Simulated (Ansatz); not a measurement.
C2H9AlSi2, SMILES `C[C@@H]1[AlH][Si@H]1[SiH3]`. Total charge 0; spin multiplicity 1. The geometry is a stationary point of PBE0-D4/def2-TZVP.

```xyz
14

C    -0.549   -1.231   -1.715
C    -0.855   -0.456   -0.450
Al   -2.119    0.901    0.142
Si    0.209    1.016    0.212
Si    1.873    0.605    1.790
H     0.380   -1.805   -1.632
H    -0.433   -0.555   -2.566
H    -1.350   -1.932   -1.967
H    -0.935   -1.132    0.426
H    -3.659    1.260    0.222
H     0.733    1.815   -0.939
H     1.314   -0.281    2.849
H     3.062   -0.074    1.202
H     2.328    1.870    2.428
```

(1) What is the dipole moment at PBE/def2-TZVPP? (Best estimate.)

(2) And with r2SCAN, B3LYP, ωB97M-V? (An estimate is asked.)

(3) Give the Mulliken charges with PBE, B3LYP, r2SCAN in def2-TZVPP. (Best estimate.)

## Answers

(1) The calculation gave: 1.42 D, with components (-1.25, -0.52, -0.42) D in this frame, pointing from negative to positive charge.

(2) Computed: r2SCAN 1.46 D, B3LYP 1.38 D, ωB97M-V 1.42 D.

(3) Computed: 
```tsv
atom	PBE	B3LYP	r2SCAN
C1	-0.24	-0.23	-0.12
C2	-0.22	-0.26	-0.31
Al3	0.25	0.29	0.39
Si4	0.04	0.09	0.05
Si5	0.08	0.14	0.16
H6	0.08	0.08	0.05
H7	0.08	0.07	0.04
H8	0.08	0.08	0.05
H9	0.11	0.10	0.10
H10	-0.07	-0.09	-0.12
H11	-0.07	-0.09	-0.09
H12	-0.05	-0.07	-0.07
H13	-0.04	-0.06	-0.07
H14	-0.04	-0.06	-0.06
```

B3LYP here is the variant with VWN-RPA as its local correlation; programs differ in this.
